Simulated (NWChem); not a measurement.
Species: C2H3F3O; SMILES COC(F)(F)F

```xyz
9

C      0.0262     1.9451     0.0000
O      0.7690     0.7209     0.0000
C      0.0354    -0.4098     0.0000
F     -0.7735    -0.5062    -1.0881
F      0.8726    -1.4503     0.0000
F     -0.7735    -0.5062     1.0881
H     -0.6086     2.0229     0.9065
H     -0.6086     2.0229    -0.9065
H      0.7741     2.7572     0.0000
```
Atoms are numbered in this order, from 1.

Results from NWChem. Pople sets run with spherical d functions. Geometry: optimised at PBE-D3(BJ)/def2-SVP. Atomic charges in e: unrestrained fits to the electrostatic potential beside Mulliken populations; buried atoms are poorly determined by the fit.

For level B3LYP/def2-SVP:

| Quantity | Value |
|---|---|
| Mulliken C1 | 0.16 |
| Mulliken O2 | -0.31 |
| Mulliken C3 | 0.54 |
| Mulliken F4 | -0.19 |
| Mulliken F5 | -0.15 |

Q: Estimate the same quantities for level Hartree-Fock/6-31G*.

A: 
- Mulliken C1: -0.21
- Mulliken O2: -0.66
- Mulliken C3: 1.53
- Mulliken F4: -0.43
- Mulliken F5: -0.40
